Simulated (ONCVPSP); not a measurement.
**An all-electron radial function and its pseudo partner (germanium)**

Columns: radius, all-electron u(r) and pseudo u(r) of the 4s shell (level -11.95 eV) of germanium in the configuration [Ar] 3d10 4s2 4p2; LDA (Perdew-Wang 92), scalar-relativistic, ONCV scheme, ONCVPSP 4.0.1.

```
r (bohr)  all-electron  pseudo
   0.108        0.1780  0.0044
   0.215        0.0980  0.0142
   0.322       -0.1925  0.0338
   0.430       -0.3429  0.0666
   0.538       -0.3216  0.1138
   0.645       -0.1968  0.1745
   0.752       -0.0283  0.2471
   0.860        0.1474  0.3287
   0.968        0.3080  0.4138
   1.075        0.4431  0.4962
   1.182        0.5515  0.5721
   1.290        0.6347  0.6385
   1.398        0.6940  0.6918
   1.505        0.7325  0.7301
   1.612        0.7538  0.7530
   1.720        0.7611  0.7610
   1.828        0.7568  0.7568
   1.935        0.7437  0.7437
   2.042        0.7237  0.7237
   2.150        0.6984  0.6984
   2.258        0.6694  0.6693
   2.365        0.6381  0.6381
   2.472        0.6053  0.6053
   2.580        0.5715  0.5715
   2.688        0.5376  0.5376
   2.795        0.5044  0.5044
```

(1) How many radial nodes do the two functions have?

(2) At about which radius was the pseudo-wave matched?

(3) Is the pseudo-wave norm-conserving?

## Answers

(1) The all-electron 4s function has n − l − 1 = 3 (the table is too coarse to show those close to the nucleus); the pseudo-wave has 0, since the states of the same l below it are removed with the core.

(2) 1.75 bohr, where the columns begin to agree (steps of 0.11 bohr).

(3) Yes: the ONCV scheme keeps the norm inside the radius equal to the all-electron one, which fixes the energy derivative of the logarithmic derivative at the level.
